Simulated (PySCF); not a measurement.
**Dipole response of Hf²⁺ (hafnium, charge +2)**

[Xe] 4f14 5d2, high-spin 3F determinant. Calculation: PySCF 2.14, in def2-TZVPPD with the def2 core potential (60 electrons) (6s5p3d2f1g, 59 functions); a scalar-relativistic core potential. Coupled (time-dependent) response in atomic units; α is the mean over directions.

| method | mean α (bohr³) | α xx, yy, zz | C₆ (like pair) | S(−4) |
| --- | --- | --- | --- | --- |
| UHF | 13.64 | 13.64, 13.64, 13.64 | 68.72 | 141.1 |
| PBE | 18.67 | 24.32, 24.32, 7.362 | 98.79 | 263.4 |
| PBE0 | 14.48 | 14.48, 14.48, 14.48 | 72.76 | 173.3 |
| wB97X-V | 14.45 | 14.46, 14.46, 14.45 | 72.24 | 176.7 |

S(−4) is the Cauchy moment in α(ω) = α(0) + S(−4) ω² + …

Spin-orbit coupling is absent.

α(iu) at UHF:

```csv
u (hartree),α(iu) (bohr³)
0,13.64
0.0500,13.30
0.100,12.45
0.200,10.36
0.300,8.659
0.500,6.442
0.750,4.778
1.00,3.703
1.50,2.401
2.00,1.663
3.00,0.9090
5.00,0.3780
```

A single London oscillator, α(iu) = α/(1 + u²/ω²), gives C₆ = (3/4) ω α². Matching the computed C₆ needs ω = 4 × 68.72 / (3 × 13.64²) = 0.492 hartree.

For an ion, C₆ is the dispersion term alone; charge-induced terms of lower order in 1/R come first.

The components differ because the open shell of this determinant is not spherical; for a pure term their mean is the scalar polarisability.

Energies and moments cover only the electrons outside the core potential. Spin-orbit coupling, absent here, splits the open shell strongly.
